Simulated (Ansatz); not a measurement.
CH₄NSb (`C=[N][SbH2]`), relaxed with RKS PBE0-D4/def2-TZVP in Ansatz from a PBE-D4/def2-SVP geometry. The force threshold is 0.005 eV/Å; the program also tests the step.

Charge 0, multiplicity 1. Sb takes the def2 core potential.

Start:

```xyz
7

C    -0.881    0.893    0.332
N    -0.927   -0.167   -0.374
Sb    0.867   -0.989   -1.159
H    -1.841    1.331    0.700
H     0.040    1.450    0.644
H     0.776   -2.345   -0.080
H     1.966   -0.174   -0.063
```

```
        step  energy (eV)  largest force (eV/Å)  largest move (Å)
           1   -9126.5733                 0.952             0.000
           2   -9126.6240                 0.425             0.089
3 (rejected)   -9126.5462                 1.435             0.093
           4   -9126.6289                 0.145             0.047
           5   -9126.6293                 0.303             0.061
           6   -9126.6332                 0.203             0.017
           7   -9126.6335                 0.277             0.020
           8   -9126.6343                 0.147             0.012
           9   -9126.6348                 0.072             0.005
          10   -9126.6351                 0.098             0.015
          11   -9126.6353                 0.006             0.009
          12   -9126.6353                 0.005             0.002
```

End:

```xyz
7

C    -0.864    0.878    0.328
N    -0.898   -0.162   -0.378
Sb    0.839   -0.974   -1.131
H    -1.807    1.313    0.680
H     0.049    1.407    0.644
H     0.766   -2.316   -0.075
H     1.915   -0.145   -0.069
```

Run time 29 s (2 threads of an Arm Neoverse V1 on a shared host); peak host memory 0.26 GiB.
